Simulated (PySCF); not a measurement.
A PySCF script (with the pyscf-properties extension) for the NMR shieldings of `[C@H]1(Cl)[C@@H]2BOC=C[C@H]1CC2`, C7H10BClO, on a GFN2-xTB geometry:

```python
import basis_set_exchange as bse
import numpy as np
from pyscf import gto, dft
from pyscf.prop import nmr

atoms = """
Cl   -1.702560   -0.289045    2.401479
C    -0.404950   -0.549469    1.184949
C    -0.993780   -0.946041   -0.157384
B     0.118090   -1.483494   -1.185742
O     1.415868   -1.196113   -1.171335
C     2.159953   -0.391236   -0.366207
C     1.748181    0.495900    0.532241
C     0.318320    0.773337    0.899815
C    -0.469105    1.413998   -0.270517
C    -1.547744    0.396736   -0.666491
H     0.250206   -1.303588    1.623566
H    -1.798455   -1.674172   -0.035560
H    -0.201512   -2.177957   -2.077772
H     3.217826   -0.521932   -0.566008
H     2.505676    1.064517    1.048953
H     0.302109    1.416449    1.780987
H     0.203581    1.604897   -1.107427
H    -0.910217    2.364057    0.027629
H    -1.730910    0.390192   -1.740218
H    -2.485723    0.623641   -0.157994
"""
names = dict.fromkeys(["Cl", "C", "B", "O", "H"], "pcSseg-1")
basis = {el: gto.basis.parse(bse.get_basis(n, elements=[el], fmt="nwchem")) for el, n in names.items()}
mol = gto.M(atom=atoms, basis=basis, charge=0, verbose=0)
mf = dft.RKS(mol, xc="PBE0")
mf.grids.level = 2
mf.grids.alignment = dft.numint.BLKSIZE   # the property module wants whole blocks of grid points
mf.conv_tol = 1e-9
mf.kernel()

calc = nmr.RKS(mf)   # GIAO
C = mf.mo_coeff
Co = C[:, mf.mo_occ > 0]
resp = mf.gen_response(singlet=True, hermi=2)
def vind(x):   # induced exchange potential for any number of trial vectors
    d = np.einsum("pi,xij,qj->xpq", C, 2 * x.reshape(-1, C.shape[1], Co.shape[1]), Co, optimize=True)
    return np.einsum("xpq,pi,qj->xij", resp(d - d.transpose(0, 2, 1)), C, Co, optimize=True).ravel()
mo1, _ = nmr.rhf.solve_mo1(calc, with_cphf=vind)
sigma = calc.kernel(mo1)
for i, s in enumerate(sigma):   # ppm
    w = np.linalg.eigvalsh((s + s.T) / 2)
    print("%2d %-2s iso %8.1f  s11 %8.1f  s22 %8.1f  s33 %8.1f" % (i, mol.atom_pure_symbol(i), w.mean(), *w))
```

**Question.** What are the results?

**Answer.** 
```
 0 Cl iso    770.1  s11    482.4  s22    763.3  s33   1064.6
 1 C  iso    114.6  s11     98.8  s22    111.5  s33    133.6
 2 C  iso    138.0  s11    117.2  s22    137.0  s33    159.8
 3 B  iso     55.4  s11      3.0  s22     59.7  s33    103.7
 4 O  iso     93.2  s11    -76.8  s22     15.6  s33    340.9
 5 C  iso     38.9  s11    -58.2  s22     74.1  s33    100.7
 6 C  iso     60.7  s11    -55.8  s22     83.5  s33    154.5
 7 C  iso    136.8  s11    120.6  s22    128.7  s33    161.0
 8 C  iso    149.6  s11    121.4  s22    153.4  s33    174.1
 9 C  iso    153.2  s11    114.6  s22    163.8  s33    181.3
10 H  iso     27.3  s11     21.5  s22     28.5  s33     32.0
11 H  iso     29.6  s11     25.0  s22     28.0  s33     35.9
12 H  iso     26.5  s11     24.2  s22     24.9  s33     30.5
13 H  iso     25.3  s11     21.4  s22     25.7  s33     28.6
14 H  iso     26.0  s11     23.6  s22     24.9  s33     29.4
15 H  iso     29.0  s11     24.4  s22     28.3  s33     34.2
16 H  iso     30.1  s11     26.1  s22     28.9  s33     35.4
17 H  iso     29.3  s11     24.8  s22     26.7  s33     36.4
18 H  iso     29.5  s11     25.3  s22     27.4  s33     35.8
19 H  iso     29.0  s11     24.9  s22     26.4  s33     35.7
```

These numbers come from an equivalent density-fitted implementation of the same equations, which agrees with the script to about 0.01 ppm for H and up to a few tenths of a ppm for heavy atoms, so last digits may differ.

Size and cost of the density-fitted run: 227 basis functions, 110 s wall time on 1 thread of an Arm Neoverse N1, shared host; peak memory 0.99 GiB.
